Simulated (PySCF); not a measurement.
H3SbTe3, SMILES [TeH][Sb]([TeH])[TeH]. Geometry optimised at PBE-D3(BJ)/def2-SVP. The structure was generated by enumeration; whether it is a known compound was not checked. The def2 effective core potentials stand for the cores of Sb, Te; spin–orbit coupling is left out.

Computed equilibrium geometry at PBE-D3(BJ)/def2-SVP (PySCF confirms it by a frequency run) as Cartesian coordinates in Å:
```xyz
7

Sb     0.2540    -0.0225     1.0594
Te    -2.2013    -0.7400    -0.0928
H     -2.5705    -1.7246     1.2246
Te     0.0837     2.4263    -0.3469
H      1.7623     2.5693    -0.3294
Te     1.8227    -1.6545    -0.6227
H      3.1913    -1.3511     0.3175
```
Charge 0, spin multiplicity 1.
